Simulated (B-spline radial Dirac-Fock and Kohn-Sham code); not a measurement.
## Dipole and non-dipole photoemission parameters of Gd²⁺ 4p3/2

System: the Gd²⁺ ion, configuration [Xe] 4f7 5d1; threshold 293.1 eV (orbital energy of the model). Method: Dirac-Hartree-Slater photoionisation with a Latter tail; cross sections with all multipoles, angular parameters from the dipole term and its interference with E2. Computed with a radial B-spline solver.

For linearly polarised light dσ/dΩ = σ/(4π) [1 + β P₂(cos θ) + (δ + γ cos²θ) sin θ cos φ], with θ from the polarisation vector and φ the angle between the beam and the projection of the electron momentum on the plane normal to the polarisation.

```tsv
hν (eV)	σ (kb)	β	γ	δ
318	287	-0.581	-0.121	0.041
378	265	0.180	-0.113	0.071
587	188	1.084	0.247	0.039
600	183	1.111	0.255	0.037
655	167	1.206	0.277	0.030
708	153	1.280	0.283	0.024
1000	97.5	1.510	0.206	0.007
1210	73.6	1.590	0.128	0.003
1253.6	69.7	1.602	0.113	0.002
1486.9	53.0	1.652	0.046	0.001
1750	40.1	1.686	-0.004	0.001
1970	32.5	1.704	-0.028	0.001
2000	31.6	1.706	-0.030	0.002
2220	26.0	1.717	-0.038	0.002
3060	14.0	1.730	0.012	0.005
3490	10.7	1.727	0.067	0.006
4130	7.45	1.717	0.165	0.008
5000	4.89	1.697	0.313	0.011
5414.7	4.08	1.687	0.385	0.012
8047.8	1.59	1.615	0.828	0.024
8220	1.51	1.611	0.855	0.025
11700	?	?	?	?
12300	0.536	1.503	1.408	0.049
```

Q: Give the values at 11700 eV.

A: σ = 0.612 kb, β = 1.518, γ = 1.336, δ = 0.045.
